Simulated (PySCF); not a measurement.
Computed with r2SCAN-D4/def2-TZVP (PySCF). Gas-phase values, no solvent. One relaxed conformer stands for a flexible species; it need not be the lowest. Excitations are Tamm–Dancoff values on a coarser integration grid. The basis has no diffuse functions, so Rydberg states are missing or too high.

Reference species (SMILES): `BrB(Br)Br` (neutral, multiplicity 1).

- S1–T1 gap (TDA): 0.19 eV
- brightest of the four lowest singlets (TDA): 6.06 eV

Changed species: `SB(S)S` (3 of 3 Br replaced by SH; the reference has 0 of 3 Br replaced by SH).

Problem. What does the change do to the S1–T1 gap (TDA) and brightest of the four lowest singlets (TDA)?

Solution. the S1–T1 gap (TDA) rises by 0.70 eV, to 0.89 eV; the brightest of the four lowest singlets (TDA) rises by 0.06 eV, to 6.12 eV.
